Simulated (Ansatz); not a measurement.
The same path of CH7NSn (10 atoms, charge 0, multiplicity 1) was run twice with different band settings. The coordinate that changes most is the height of N3 over the plane of its neighbours.

All numbers below come from RKS B3LYP/def2-SVP in Ansatz.

Relaxed end points:

```xyz
10
Properties=species:S:1:pos:R:3
C -1.332 0.725 -0.605
Sn 0.162 -0.765 -0.122
N 1.459 0.129 1.219
H -2.082 0.303 -1.291
H -0.860 1.594 -1.085
H -1.829 1.051 0.320
H 0.939 -1.338 -1.565
H -0.513 -2.100 0.734
H 2.005 0.881 0.793
H 2.134 -0.532 1.605
```

```xyz
10
Properties=species:S:1:pos:R:3
C -1.289 0.744 -0.675
Sn 0.155 -0.767 -0.110
N 1.672 0.224 0.889
H -2.095 0.294 -1.274
H -0.787 1.521 -1.269
H -1.728 1.204 0.222
H 0.918 -1.474 -1.484
H -0.606 -2.010 0.833
H 1.372 0.595 1.792
H 2.472 -0.382 1.078
```

Common settings: movable images 5; spring 5.0 eV/Å²; start path IDPP; force threshold 0.05 eV/Å; iteration limit 60; end points relaxed.

| run | climbing image | optimiser |
| --- | --- | --- |
| 1 | yes | quadratic models (default) |
| 2 | from the first iteration | lbfgs |

What does each run give, and how far can it be trusted?

Run 1: converged after 5 iterations, highest image 0.092 eV above the first end. A vibrational analysis at the climbing image gives 2 clearly imaginary modes (428i, 42i cm⁻¹): a point of higher order, so a lower path passes nearby.
Run 2: converged after 36 iterations, highest image 0.098 eV above the first end. The order of the stationary point at the top wasn't checked.
